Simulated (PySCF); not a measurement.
# Reading the logs of faulty runs: ClH2OSi anion

All numbers below are calculated, not measured. They come from PySCF 2.14.0, an open-source quantum chemistry program, on an isolated molecule that a program drew, which may never have been made. The molecule is ClH2OSi anion (charge -1, singlet), drawn as the SMILES string `O[SiH-]Cl`.

Each row is a Hartree-Fock (HF) and frozen-core CCSD(T) single point in the aug-cc-pV(D+d)Z basis, meant for a local HF minimum. Run 1 is clean. Each other run has one planted mistake out of seven kinds, and not every kind appears here: one electron removed, one electron added, multiplicity raised by two, geometry at a saddle point, minimal basis STO-3G, one bond length entered in bohr, all coordinates scaled. The reference is restricted for singlets and unrestricted otherwise, and also for a bond in bohr. Adding or removing an electron swaps singlet and doublet. Electrons count all cores. HOMO and LUMO are orbital energies over both spins, the gradient is its largest component, and the lowest frequency (negative if imaginary) is given only where the gradient is small. Bond lengths are over the 4 bonds as drawn. T1 is the CCSD diagnostic: over 0.02 (restricted) or 0.045 (unrestricted) a single reference is doubtful.

Geometry of the clean run:
```xyz
5
ClH2OSi anion, angstrom
O    -1.6125    0.7009   -2.1537
Si   -0.1005    0.0206   -2.6130
Cl   -0.3890    0.1499   -4.9354
H    -2.3554    0.3165   -2.5879
H    -0.5064   -1.4652   -2.6245
```

| run | electrons | basis functions | <S^2> | HOMO (eV) | LUMO (eV) | gradient (hartree/bohr) | lowest frequency (cm^-1) | mean bond (Å) | longest bond (Å) | T1 | HF (hartree) | CCSD(T) (hartree) | mistake |
|---|---|---|---|---|---|---|---|---|---|---|---|---|---|
| 1 | 42 | 105 | 0.000 | -2.95 | 4.18 | 1.2e-05 | 200 | 1.6368 | 2.344 | 0.0139 | -824.57381 | -825.08787 | no fault |
| 2 | 41 | 105 | 0.760 | -11.32 | -0.95 | 8.6e-02 | - | 1.6368 | 2.344 | 0.0189 | -824.50579 | -824.98919 | one electron removed |
| 3 | 42 | 105 | 0.000 | -2.01 | 4.20 | 1.2e-01 | - | 1.4780 | 2.116 | 0.0124 | -824.52856 | -825.03258 | all coordinates scaled |
| 4 | 42 | 25 | 0.000 | 0.80 | 16.14 | 5.2e-02 | - | 1.6368 | 2.344 | 0.0100 | -815.11107 | -815.19685 | minimal basis STO-3G |
| 5 | 42 | 105 | 2.007 | 0.44 | 3.73 | 5.8e-02 | - | 1.6368 | 2.344 | 0.0460 | -824.47983 | -824.97577 | multiplicity raised by two |
| 6 | 42 | 105 | 0.901 | -3.62 | 4.22 | 2.3e-02 | - | 1.8464 | 2.344 | 0.0604 | -824.45530 | -824.96359 | ? |

**Which mistake was planted in run 6, and what did it cost?**

The mean bond changes by a factor of 1.128 and the longest by 1.000, so the molecule wasn't scaled as a whole. A length L in bohr read as angstrom grows by (1/0.5292 - 1) L = 0.890 L. The 4 bonds together grew by 4 x 0.2096 = 0.838 Å, which gives L = 0.942 Å. That is bond O1-H4, 0.942 Å in the clean geometry. So the mistake is: one bond length entered in bohr. Subtracting run 1 and multiplying by 627.51 kcal/mol a hartree, the energy moved by 74.4 kcal/mol in HF and 78.0 kcal/mol in CCSD(T).

Cautions from the logs. Run 4: the HOMO is above zero, so the electron isn't bound and the energy depends on the basis; run 5: T1 is over the limit, so its CCSD(T) energy is less reliable and the HOMO is above zero, so the electron isn't bound and the energy depends on the basis; run 6: T1 is over the limit, so its CCSD(T) energy is less reliable.
